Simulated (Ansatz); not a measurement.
Computed with Ansatz on PBE0-D4/def2-TZVP structures; ΔE is electronic, products minus reactants. CBS: MP2 limit from def2 TZ/QZ plus the TZ coupled-cluster correction, frozen cores. This one scheme is used for every species, atoms too. For atomizations the MP2-based limit and the directly extrapolated one differ by several kJ/mol either way, and by 10 to 25 for some Ge, Se and Sn compounds, so smaller differences from it don't rank the levels. DFT in def2-TZVPP. No spin–orbit coupling; open shells (•) take unrestricted orbitals. Spin–orbit coupling would lower the free atoms: a little for B, C, Si; clearly for Ge. Bonds to Ge are less sure, by a few kJ/mol each and by 10 to 20 or more in all where they break to atoms, as the def2 sets lack core-valence functions. Scalar relativity is left out up to krypton. One conformer a species, not always the lowest.

`C[SiH2][BH][GeH3]` → B• + C• + Ge• + 9 H• + Si•  (atomization)

Question: What is ΔE at CCSD(T)/CBS? (An estimate is asked.)

Answer: Computed: +4085.3 kJ/mol.

Question: What do these levels give: revPBE, CCSD(T)/def2-SVP, MP2/def2-TZVPP, SCS-MP2/def2-TZVPP, SCS-MP2/def2-QZVPP, MP2/CBS(def2)? (Estimate.)

Answer: Ansatz gave: revPBE 3939.7, CCSD(T)/def2-SVP 3870.8, MP2/def2-TZVPP 3981.6, SCS-MP2/def2-TZVPP 4010.2, SCS-MP2/def2-QZVPP 4063.8, MP2/CBS(def2) 4060.0 kJ/mol.

Largest T1 diagnostic among the species: 0.014.

From PBE to PBE0 (25 % exact exchange), in def2-TZVPP and without D4, ΔE moves by −7.2 kJ/mol: exact exchange takes away binding that semilocal exchange gives to molecules. At CCSD(T), def2-SVP lies −214.5 kJ/mol from the extrapolated value and def2-TZVPP −78.3 kJ/mol: correlation converges slowly with the basis, and small sets miss more of it in the bonded molecule than in its fragments. In def2-TZVPP, CCSD(T) changes the Hartree–Fock value by +871.0 kJ/mol (the triples alone add +36.3 kJ/mol) and MP2 by +845.6 kJ/mol; breaking electron pairs costs correlation energy, which Hartree–Fock lacks.
